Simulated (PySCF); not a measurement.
## Calculated NMR parameters of CO[SiH2]OCC[SiH3]

| Property | Result |
| --- | --- |
| Formula | C3H12O2Si2 |
| SMILES | CO[SiH2]OCC[SiH3] |
| Point group of the computed structure | C1 |
| Degrees of unsaturation | 0 |
| Carbon signals | 3 |
| Proton signals | 5 |

Mapped SMILES: `[CH3:1][O:2][SiH2:3][O:4][CH2:5][CH2:6][SiH3:7]`. Each H is labelled by its parent atom.

No relativistic terms, fast rotation and ring inversion assumed for equivalent nuclei, no solvent, a single conformation. Geometry: GFN2-xTB; PBE0/pcSseg-1 with gauge-including orbitals; PySCF 2.14.

δ = σ(ref) − σ, references computed at the same level: $^{1}$H, $^{13}$C, $^{29}$Si against TMS; H2O for $^{17}$O.

| carbon | δC, type | δH (multiplicity) | HMBC from (2–3 bonds) | span of the C tensor (ppm) |
| --- | --- | --- | --- | --- |
| C1 | 52.6, CH3 | 3.87 (s) | H(Si3) | 78 |
| C5 | 65.2, CH2 | 4.14 (t) | H(Si3), H(Si7), H(C6) | 78 |
| C6 | 18.2, CH2 | 1.19 (m) | H(C5), H(Si7) | 30 |

Other nuclei:
```csv
atoms,nucleus,environment,δ (ppm),σ (ppm)
H(Si3),$^{1}$H,hydrogen on a silicon bonded to 2 O,4.87,26.85
H(Si7),$^{1}$H,hydrogen on a silicon bonded to C,3.76,27.96
Si3,$^{29}$Si,"silicon bonded to 2 O, 2 H",-38.5,387.7
Si7,$^{29}$Si,"silicon bonded to C, 3 H",-78.3,427.5
O4,$^{17}$O,"oxygen bonded to C, Si",64.4,271.6
O2,$^{17}$O,"oxygen bonded to C, Si",21.9,314.2
```

1. Carbon types of the structure: 2 × CH2, 1 × CH3, leaving 5 H on heteroatoms.
2. δC 65.2: sp3 CH2 bonded to O; the inductive effect lowers its shielding.
3. δC 52.6: methyl carbon bonded to O; the inductive effect lowers its shielding.
4. δC 18.2: sp3 CH2 bonded to Si.
5. δH 4.14: hydrogen on an sp3 CH2 bonded to O; its carbon carries O, an electronegative neighbour.
6. δH 3.87: hydrogen on a methyl carbon bonded to O; its carbon carries O, which withdraws density.

Shifts are as computed. Against solution values, carbons near 30 ppm lie about +3 ppm off and those near 130 ppm about +5 ppm. Of 1313 compounds with measured shifts, 239 miss one by over three times the rms of a fit or turn the order of signals round; such compounds aren't used in these exercises. Experimental scales use liquid or dissolved standards, which lie at an offset from isolated H2O (liquid H2O: subtract about 36 ppm). Multiplicities follow the n + 1 count of equivalent neighbours, as no J values were calculated; m marks all less simple cases, F and P coupling included.
